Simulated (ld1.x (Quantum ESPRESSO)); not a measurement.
## Ni (Z = 28): one change to a TM potential, before and after

Ni, norm-conserving Troullier–Martins (Kleinman–Bylander form), made with ld1.x (Quantum ESPRESSO) 7.5 (PBEsol, scalar-relativistic). Core [Ne] 3s2, reference 3p6 3d8 4s0.5 4p0 (charge +1.5). Waves: 4s (bound): rc 1.65 bohr; 3p (bound): rc 0.95 bohr; 3d (bound): rc 1.65 bohr. Local part: all-electron potential smoothed inside 0.75 bohr (lloc = -1). Core correction: a·sin(br)/r model core, default radius (core density twice the valence density).

All-electron outer shells of the reference configuration (PBEsol, scalar-relativistic, ld1.x):

```csv
shell,level (eV),outermost node (bohr),outermost maximum (bohr)
3s,-125.00,0.30,0.64
3p,-85.49,0.27,0.65
3d,-23.00,–,0.63
4s,-17.24,0.91,2.08
4p,-11.08,0.99,2.54
```

Change: local potential all-electron potential smoothed inside 0.90 bohr (lloc = -1).

Cutoffs: the cutoffs (Ry, on a coarse ladder) from which the occupation-weighted sum of valence levels, in a spherical-Bessel basis at the reference potential, stays within 10 and 1 mRy of its value at 400 Ry; they do not see the model core or the augmentation charge, which bear on the density cutoff. Errors are all-electron minus pseudo energies relative to the spin-unpolarised reference configuration.

What does the change do?

The potential gets neither clearly harder nor softer (140 Ry and 180 Ry → 140 Ry and 180 Ry); both files keep a bound ghost (s); of the 7 tests that both files solve, the error grows in 1 and shrinks in 3 by more than 15 % and 0.3 meV (median size 5.0 → 0.9 meV).

```tsv
quantity	base	changed
cutoff, loose	140 Ry	140 Ry
cutoff, tight	180 Ry	180 Ry
bound ghosts	s	s
error for 3p6 3d8 4s2 4p0, meV [ΔE -16.93 eV]	+0.8	-0.9
error for 3p6 3d8 4s1 4p0, meV [ΔE -7.60 eV]	+0.1	-0.1
error for 3p6 3d8 4s0 4p0, meV [ΔE 9.66 eV]	-2.8	-2.8
error for 3p6 3d9 4s1 4p0, meV [ΔE -18.54 eV]	+5.0	+0.4
error for 3p6 3d7 4s2 4p1, meV [ΔE -6.35 eV]	+17	-0.3
error for 3p6 3d7 4s2 4p0, meV [ΔE -0.78 eV]	-16	-25
error for 3p6 3d8 4s1 4p1, meV [ΔE -12.30 eV]	+16	+7.8
s: phases at 1.80 bohr within 0.05 rad from the reference energy up to (Ry; the scan ends near 5)	-0.3	0.2
p: phases at 1.80 bohr within 0.05 rad from the reference energy up to (Ry; the scan ends near 5)	to the end of the scan	to the end of the scan
d: phases at 1.80 bohr within 0.05 rad from the reference energy up to (Ry; the scan ends near 5)	1.4	1.4
```

 A true bound ghost makes a file unfit for plane-wave use even where its test errors are small: the radial tests pick states by their node count and pass the ghost by.
